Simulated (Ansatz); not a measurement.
System: GeHSCl, charge 0, singlet. GeHSCl (SMILES [SH][Ge][Cl]).
B3LYP-D3(BJ)/def2-TZVP minimum from Ansatz (a first-principles code):
```
Ge
Cl 1 2.2139
S 1 2.2534 2 96.09
H 3 1.3465 1 93.13 2 -180.00
```

Atomisation energy term by term, kcal/mol (programs: Ansatz). UHF or UKS for unpaired electrons; spin-orbit terms are left out. Cores are frozen in correlated methods (noble-gas shells, and filled d and f shells in the p block). No relativity. CBS(X,Y): correlation extrapolated as X^-3, Hartree-Fock from the larger set. A bracket is a step between two methods taken in the basis named. Where a partner has so few electrons that a lower coupled-cluster level is exact, that level stands in.

```
term                                     basis  kcal/mol
------------------  --------------------------  --------
Hartree-Fock                        def2-QZVPP    175.18
CCSD correlation    CBS(def2-TZVPP,def2-QZVPP)     79.68
(T)                 CBS(def2-TZVPP,def2-QZVPP)      8.64
CCSDT(Q) - CCSD(T)                  def2-TZVPP      0.37
sum: De                                            263.9
```

The step beyond CCSD(T) by other levels: CCSDT(Q) in def2-SVP 0.77 kcal/mol.
